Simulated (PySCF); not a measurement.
# A thermochemical cycle for ZnI

r²SCAN in PySCF with def2-SVP on every atom (core potentials on I), for the lowest determinant that a PBE0 search found; no spin–orbit coupling. ZnI, a doublet (σ ↑), has De = 1.79 eV to neutral atoms, and ZnI⁺, a singlet (closed shell), has De = 2.35 eV to Zn⁺ + I.

The adiabatic ionisation energy of ZnI, between the minima, is 8.27 eV.

Problem. Which ionisation energy of the Zn atom does this level give?

Solution. IE(Zn) = IE(molecule) + De(ion) − De(neutral) = 8.27 + 2.35 − 1.79 = 8.83 eV; the measured value is 9.394 eV (NIST ASD).

Spin–orbit coupling is left out, which matters for elements this heavy, above all for dissociation energies. For an ion De counts to the pair picked by the measured ionisation energies or electron affinities, which need not be the lowest pair at this level. States were picked by a PBE0 search and need not be the measured ground states.
